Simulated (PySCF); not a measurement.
Ga(Me)2 (C₂H₆Ga), SMILES [CH3][Ga+][CH3], charge +1. Atoms are numbered in the order given.

```xyz
9

Ga     0.0000     0.0000     0.0000
C      0.0000     0.0000    -1.9038
H      0.9083     0.5042    -2.2713
H     -0.8908     0.5345    -2.2713
H     -0.0175    -1.0387    -2.2713
C      0.0000     0.0000     1.9038
H      0.9083    -0.5042     2.2713
H     -0.8908    -0.5345     2.2713
H     -0.0175     1.0387     2.2713
```
Charge +1, spin multiplicity 1.

Coordinates come from a r2SCAN-D4/def2-SVP optimisation. The geometry has at least one imaginary mode, so it is a saddle point at that level. The multiplicity is an assumed one; other spin states were not compared. The isomer is the one that the SMILES or the coordinates give; other isomers of the formula were not compared.

Level of theory: IEF-PCM-B3LYP/def2-SVP (PySCF).

The values are the electrostatic part of the solvation free energy, E(continuum) − E(gas) at the gas-phase geometry, in a cavity of scaled van der Waals radii (PySCF's table); cavitation and dispersion terms are not included. A continuum can't describe solvent molecules that bind to the metal. In vacuum the orbital gap is 7.13 eV.

| solvent | ε | ΔG(elec) (kcal/mol) | gap (eV) |
|---|---|---|---|
| water | 78.36 | -63.0 | 7.47 |
| toluene | 2.37 | -36.3 | 7.27 |
| 1-octanol | 9.86 | -57.1 | 7.42 |
